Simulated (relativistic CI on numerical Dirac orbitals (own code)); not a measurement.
# Co⁵⁺: L-alpha,beta X-ray emission

Computed with this model: Dirac-Coulomb-Breit CI, orbitals from a KLI potential per configuration, model QED (radiative potential, 1s self-energy scaled to tabulated hydrogen-like ionisation energies), valence Slater integrals scaled by 0.8, multiplet model of X-ray emission after core ionisation; configurations [Ar] 3d4 → [He] 2s2 2p5 3s2 3p6 3d4 → [Ar] 3d3; 300 K; Lorentzian 0.84 eV and Gaussian 0.5 eV FWHM. Energies are those of the free ion, without screening or charge transfer. S is read from ⟨S²⟩ = S(S + 1).

Field parameters in Wybourne normalisation: Oh B⁴₀ = 21Dq, B⁴₄ = √(5/14) B⁴₀. The field is a parameter set, without covalency.

Computed curve for Oh, 10Dq = 5900 cm⁻¹, scaled to 100 at the maximum (points under 2 are left out and the grid is thinned):

(Energy (eV), Intensity): (785.4, 2.0), (785.9, 3.0), (786.4, 4.7), (786.8, 6.0), (787.3, 7.3), (787.8, 7.5), (788.3, 7.6), (788.7, 8.5), (789.2, 9.3), (789.7, 9.7), (790.2, 13.3), (790.7, 17.4), (791.1, 17.6), (791.6, 15.9), (792.1, 13.0), (792.6, 12.4), (793.0, 14.0), (793.5, 15.5), (794.0, 17.1), (794.5, 20.7), (795.0, 29.1), (795.4, 44.5), (795.9, 63.4), (796.4, 54.9), (796.9, 40.0), (797.3, 30.5), (797.8, 23.2), (798.3, 20.6), (798.8, 20.2), (799.3, 23.7), (799.7, 23.3), (800.2, 20.0), (800.7, 16.7), (801.2, 17.1), (801.7, 20.7), (802.1, 26.3), (802.6, 36.2), (803.1, 40.4), (803.6, 41.6), (804.0, 37.9), (804.5, 47.5), (805.0, 73.6), (805.5, 98.3), (806.0, 91.5), (806.4, 70.8), (806.9, 54.0), (807.4, 48.3), (807.9, 38.5), (808.3, 31.6), (808.8, 24.5), (809.3, 20.1), (809.8, 16.8), (810.3, 14.7), (810.7, 13.3), (811.2, 11.9), (811.7, 10.4), (812.2, 7.2), (812.6, 4.8), (813.1, 3.0), (813.6, 2.1)

The ground state has S = 2.00, and the centroid lies at 801.48 eV.
